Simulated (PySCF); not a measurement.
Steps of a relaxation of [Pr(NH2)2]+

[Pr(NH2)2]+ (singlet in the valence; each metal's 4f electrons, 2 of them, lie in its core potential, out of spins and levels). PySCF 2.14.0, RKS PBE0, Pr lcecp-1-SVP with ECP48, N def2-SVP, H def2-SVP; non-relativistic Hamiltonian with scalar-relativistic core potentials where named; density fitting; no spin-orbit coupling. Origin of the start: displaced along the imaginary mode. Columns: position (Å) and force (eV/Å). Energies are counted from the last step; some of the 17 steps are shown. Forces carry noise of the integration grid, about 0.01 to 0.03 eV/Å.

Run from Python with OMP_NUM_THREADS=2. Where DIIS fails, smearing, a level shift and second-order steps follow.
It took 46 s on 2 threads of Arm Neoverse V1, on a shared host, from the converged density of the start.

```xyz
7
step 0  E = 0.552 eV
Pr    0.0000    0.0037   -0.2456     0.00    0.25    0.00
N     1.7658   -0.0212    1.0199     0.63   -0.06    0.92
H     2.0113   -0.7950    1.6926    -0.21    1.07   -0.63
H     2.3238    0.8280    1.3037    -0.48   -1.15   -0.29
N    -1.7658   -0.0212    1.0199    -0.63   -0.06    0.92
H    -2.3238    0.8280    1.3037     0.48   -1.15   -0.29
H    -2.0113   -0.7950    1.6926     0.21    1.07   -0.63
```

```xyz
7
step 5  E = 0.154 eV
Pr    0.0000    0.4596   -0.1587     0.00    0.12    0.13
N     1.6898   -0.0200    1.0828     1.14    1.17   -0.79
H     1.7769   -0.6748    1.8363    -0.04   -0.63    0.79
H     2.6177    0.4786    1.0537    -0.98   -0.60   -0.07
N    -1.6898   -0.0200    1.0828    -1.14    1.17   -0.79
H    -2.6177    0.4786    1.0537     0.98   -0.60   -0.07
H    -1.7769   -0.6748    1.8363     0.04   -0.63    0.79
```

```xyz
7
step 11  E = 0.004 eV
Pr    0.0000    0.7553    0.0076     0.00   -0.05   -0.02
N     1.7191    0.0083    1.0700    -0.05    0.12    0.01
H     1.6715   -0.5600    1.9196     0.01   -0.05    0.00
H     2.7110    0.1876    0.9001     0.05   -0.05    0.00
N    -1.7191    0.0083    1.0700     0.05    0.12    0.01
H    -2.7110    0.1876    0.9001    -0.05   -0.05    0.00
H    -1.6715   -0.5600    1.9196    -0.01   -0.05    0.00
```

Question: Where does the relaxation end?

Answer: It converges at step 16 in C2v:
```xyz
7
step 16  E = 0
Pr    0.0000    0.7688    0.0129
N     1.7206    0.0290    1.0782
H     1.6641   -0.5561    1.9173
H     2.7183    0.1563    0.8915
N    -1.7206    0.0290    1.0782
H    -2.7183    0.1563    0.8915
H    -1.6641   -0.5561    1.9173
```

Question: How did the contacts change?

Answer: 
```csv
contact,start (Å),end (Å)
Pr1–N2 (NH2),2.173,2.155
Pr1–N5 (NH2),2.173,2.155
```


An lcecp potential fixes the number of 4f electrons, so in runs with it no electron can move into or out of that shell.
